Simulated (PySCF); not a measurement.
Cl₃GeHS, SMILES [SH][Ge]([Cl])([Cl])[Cl].

Geometry optimised at B3LYP-D3(BJ)/def2-SVP. This is a generated structure with no PubChem entry under its InChIKey; it may be hypothetical. The values are those of a single conformer.

Method: B3LYP-D3(BJ)/def2-SVP in PySCF.

Frequencies are harmonic and unscaled.

```tsv
mode	ν (cm⁻¹)	IR (km/mol)	Raman (Å⁴/amu)	depolarisation	moving atoms (share of kinetic energy)
1	78	7.6	7.5	0.75	H 48 %, Cl 41 %, S 11 %
2	118	0.4	3.1	0.74	Cl 63 %, S 33 %
3	154	0.4	0.4	0.75	Cl 62 %, H 26 %, Ge 12 %
4	154	7.0	2.9	0.74	Cl 65 %, Ge 24 %, S 10 %
5	163	18.6	4.8	0.75	S 37 %, Cl 25 %, H 24 %, Ge 14 %
6	165	11.1	4.0	0.74	Cl 61 %, Ge 25 %, S 14 %
7	365	0.3	29.1	0.01	Cl 64 %, S 34 %
8	437	79.0	4.6	0.75	Cl 60 %, Ge 40 %
9	438	64.4	4.9	0.73	Ge 41 %, S 33 %, Cl 25 %
10	445	75.5	4.8	0.74	Cl 60 %, Ge 39 %
11	764	3.0	7.3	0.73	H 93 %
12	2664	1.7	123.4	0.30	H 97 %
```
